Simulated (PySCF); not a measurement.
# Name the molecule from its bond curve

A diatomic of charge 0 contains Sb. Its triplet curve at ROHF-MP2 in a double-zeta basis (spin-free X2C with a Gaussian nucleus, PySCF), in eV from the separated fragments:

R (Å), E (eV) and a bar:
```
    2.515     -0.317 ##############################
    2.632     -0.562 ##############
    2.749     -0.704 #####
    2.837     -0.760 #
    2.925     -0.783 
    3.013     -0.780 
    3.130     -0.744 ##
    3.276     -0.664 ########
    3.451     -0.533 ################
    3.686     -0.327 #############################
```

The fit gives ωe = 209 cm⁻¹ and the rotational constant Bₑ = 0.09984 cm⁻¹.

Q: Which atom is the partner?

A: The minimum lies at 2.956 Å, so the reduced mass is 16.8576 u Å² cm⁻¹/(Bₑ·Re²) = 19.32 u. With Sb at 120.90 u the partner weighs about 23.0 u: Na. The molecule is NaSb.

Correlated steps freeze 19 core orbitals. Spin–orbit coupling is left out. The state was picked by a PBE0 search and need not be the measured ground state.
